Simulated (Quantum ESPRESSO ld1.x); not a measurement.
Task: Coherent X-ray form factor from a spherical all-electron density. Calculated with ld1.x of Quantum ESPRESSO 7.5: scalar-relativistic Kohn-Sham, PBE, spin-unpolarised, spherical densities, point nucleus.

sin(theta)/lambda (1/angstrom)  f0 (electrons)
0.05                                    53.208
0.1                                     51.043
0.15                                    48.014
0.2                                     44.688
0.25                                    41.479
0.3                                     38.588
0.4                                     33.807
0.5                                     29.949
0.6                                     26.656
0.8                                     21.541
1                                       18.205
1.25                                    15.432
1.5                                     13.141
2                                        9.187

The species is in the configuration that NIST lists as its ground one. Which atom or ion scatters so?

Result: The barium ion Ba2+, [Xe]. Extrapolating in s^2 from the first two rows gives f0(0) = 53.9, near the electron count 54; among species with that count, the fall with angle is slower the higher Z, and the table is that of Z = 56; from so few rows the species is fixed only to a neighbour or two.
